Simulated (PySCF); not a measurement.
OSc, SMILES [Sc]=[O] (connectivity only; charge and spin as stated), neutral, multiplicity 2.

The structure is a stationary point at B3LYP-D3(BJ)/def2-TZVPD.

Two levels are set side by side: PBE/def2-TZVPD (PySCF) and ωB97X/def2-TZVPD (PySCF). Same geometry, gas phase. Differences are taken from unrounded values.

```csv
quantity,ωB97X
α-spin orbital gap (eV),6.48
β-spin orbital gap (eV),11.37
dipole moment (D),3.80
mean polarisability (bohr³),128.3
```

Question: What does PBE give, and how far is it from ωB97X? (Estimate from the structure and the level; the computed values follow.)

Answer: 
```json
[
 {"quantity": "α-spin orbital gap (eV)", "PBE": "1.11", "PBE minus ωB97X": "-5.37"},
 {"quantity": "β-spin orbital gap (eV)", "PBE": "3.74", "PBE minus ωB97X": "-7.63"},
 {"quantity": "dipole moment (D)", "PBE": "3.52", "PBE minus ωB97X": "-0.28"},
 {"quantity": "mean polarisability (bohr³)", "PBE": "111.7", "PBE minus ωB97X": "-16.6"}
]
```

Rough cost on one machine, each run with all the roots and properties that it gave: ωB97X against PBE within a factor of 2.
